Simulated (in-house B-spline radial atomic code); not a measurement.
Cs⁷⁺. Computed with a B-spline radial atomic code. Model: all-electron spherical atom, spin shells full or empty, radial basis limit, no spin-orbit coupling, Breit or QED, empty-state partial waves extrapolated as (l+1/2)^-4, RPA, G0W0 and static COHSEX of the highest shell as one setting changes (uncorrelated shells keep exact exchange).

Given: element Cs; charge 7; filled core Kr; hamiltonian one-electron scalar X2C; mean-field start LDA VWN5; highest l of empty states 9; nuclear rms radius 4.8041 fm; highest mean-field shell 5s.

Shell: 4d 5 5, 5s 1 1 (electrons up and down).

| lowest nl shells left uncorrelated | RPA correlation energy (hartree) | G0W0 level (eV) | G0W0 minus most complete (meV) | COHSEX level (eV) | removal by RPA minus most complete (meV) |
| --- | --- | --- | --- | --- | --- |
| 0 | -3.9614 | -111.56 | 0 | -114.01 | 0 |
| 1 | -3.779 | -111.56 | 0.3 | -114.01 | -0.2 |
| 2 | ? | ? | ? | ? | ? |
| 3 | -3.0146 | -111.56 | 0.7 | -114.01 | 2.3 |
| 4 | -2.8321 | -111.58 | -22.3 | -114.06 | 25.4 |
| 5 | -2.2857 | -111.57 | -8.2 | -114.05 | 16 |
| 6 | -1.4066 | -111.47 | 84.9 | -113.91 | -50.4 |
| 7 | -1.2475 | -111.57 | -9.3 | -114.08 | 35.8 |
| 8 | ? | ? | ? | ? | ? |
| 9 | -0.079596 | -110.21 | 1352.3 | -112.13 | -1513.1 |

What follows for lowest nl shells left uncorrelated = 2?

RPA correlation energy -3.5816 hartree; G0W0 level -111.56 eV; G0W0 minus most complete -4.4 meV; COHSEX level -114.03 eV; removal by RPA minus most complete 5.1 meV.

What follows for lowest nl shells left uncorrelated = 8?

RPA correlation energy -0.78728 hartree; G0W0 level -111.44 eV; G0W0 minus most complete 121 meV; COHSEX level -113.88 eV; removal by RPA minus most complete -130.7 meV.
